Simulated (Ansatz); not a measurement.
# Ligand exchange: C4H10O + Y(CH3)2F → C3H7FO + Y(CH3)3

Species: C4H10O (1-methoxypropane) `CCCOC`, singlet; Y(CH3)2F, singlet; C3H7FO (2-fluoroethyl methyl ether) `COCCF`, singlet; Y(CH3)3, singlet. The partners trade CH3 for F: C–CH3 and Y–F bonds give way to C–F and Y–CH3.

Shapes, held fixed at every level: PBE0-D4/def2-TZVP. Flexible molecules stand in one conformer, not always the lowest. Programs: Ansatz 0.2.0. Electronic energies: no zero-point or thermal term.

```csv
level,kind,ΔE (kJ/mol),less CCSD(T)/def2-TZVPP
HF/def2-TZVPP,Hartree–Fock,+298.2,+0.4
B3LYP-D4/def2-TZVPP,global hybrid,+297.8,0.0
PBE0-D4/def2-TZVPP,global hybrid,+296.8,-1.0
wB97M-V/def2-TZVPP,range-separated hybrid,+299.5,+1.7
B2PLYP/def2-TZVPP,double hybrid,+302.8,+5.0
MP2/def2-TZVPP,perturbation theory,+309.1,+11.3
CCSD/def2-TZVPP,coupled cluster or CI,+298.1,+0.3
CCSD(T)/def2-TZVPP,coupled cluster or CI,+297.8,0.0
```

The highest level, CCSD(T)/def2-TZVPP, gives ΔE = +297.8 kJ/mol; the levels span +296.8 to +309.1. The column of differences is taken from that level and isn't an error. No measured value is set beside it here. For atoms past krypton def2 sets carry core potentials with scalar relativity. Outer-core shells of Y are correlated in most correlated rows, in sets that cover them unevenly.
